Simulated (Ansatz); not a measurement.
Two members of one family ((MgS)n off), computed with Ansatz in the gas phase. The two geometries come from different levels. Binding counts from free atoms in the multiplicity of their measured ground term, without zero-point energy. The structures are stationary points that may keep the symmetry of their start. Remarks come from the PBE and PBE0 runs and from stability tests at other levels; not every state was tested.

First: Mg2S3 (singlet, charge 0, PBE0-D4/def2-SVP geometry).

Cartesian coordinates in Å:
```
Mg 1.196 0.673 0.032
Mg -1.350 -0.055 -0.244
S 0.134 -1.039 1.506
S -0.516 2.075 -0.709
S 0.537 -1.654 -0.585
```

| level | HOMO (eV) | LUMO (eV) | gap (eV) | binding per atom (eV) |
| --- | --- | --- | --- | --- |
| PBE-D4/def2-SVP | -4.80 | -3.43 | 1.37 | 2.58 |
| PBE-D4/def2-TZVP | -4.86 | -3.39 | 1.47 | 2.60 |
| r2SCAN-D4/def2-TZVP | -5.02 | -3.00 | 2.03 | 2.63 |
| PBE0-D4/def2-SVP | -5.88 | -2.79 | 3.09 | 2.49 |
| PBE0-D4/def2-TZVP | -5.90 | -2.72 | 3.17 | 2.53 |

Second: Mg5S4 (singlet, charge 0, B3LYP-D4/def2-SVP geometry).

Cartesian coordinates in Å:
```
Mg -0.332 3.003 0.670
Mg -1.749 -0.482 0.124
Mg 0.810 -0.534 1.540
Mg 0.640 -1.681 -1.214
Mg 0.774 1.418 -1.336
S -0.970 -0.102 -2.160
S 2.347 -0.174 -0.323
S -1.045 1.020 1.929
S -0.474 -2.469 0.769
```

Estimate how these quantities change from the first to the second (second minus first).


```csv
level,Δ HOMO (eV),Δ LUMO (eV),Δ gap (eV),Δ binding per atom (eV)
PBE-D4/def2-SVP,0.24,0.70,0.46,0.25
PBE-D4/def2-TZVP,0.34,0.69,0.35,0.18
r2SCAN-D4/def2-TZVP,0.46,0.55,0.08,0.24
PBE0-D4/def2-SVP,0.66,0.67,0.02,0.30
PBE0-D4/def2-TZVP,0.73,0.66,-0.07,0.23
```

Remarks: restricted SCF unstable in HF.
